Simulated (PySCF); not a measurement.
**Cobalt: highly charged ions in a basis for the neutral atom**

Co¹⁷⁺ [Ne], Co¹⁸⁺ [He] 2s2 2p5. Computed with PySCF 2.14 in def2-TZVP, with the non-relativistic Hamiltonian (point nucleus). No spin-orbit coupling, so a gap to NIST mixes the basis error with missing relativistic terms.

Changed run: basis of the neutral atom used for a highly charged ion. This setting is unsound on purpose.

```tsv
species	method	sound run (hartree)	changed run (hartree)	converged
Co¹⁷⁺	UHF	not run	-1236.85233	yes
Co¹⁷⁺	MN15	not run	-1237.23819	yes
Co¹⁷⁺	LDA	not run	-1234.48048	yes
Co¹⁸⁺	UHF	not run	-1185.39288	yes
Co¹⁸⁺	MN15	not run	-1185.66657	yes
Co¹⁸⁺	LDA	not run	-1183.01319	yes
```

Ionisation energy of Co¹⁷⁺:

| method | changed run (eV) | NIST (eV) |
| --- | --- | --- |
| UHF | 1400.3 | 1397.2 ± 0.5 |
| MN15 | 1403.3 | 1397.2 ± 0.5 |
| LDA | 1400.5 | 1397.2 ± 0.5 |

The contracted functions were made for the neutral atom and can be too rigid for a highly charged ion.
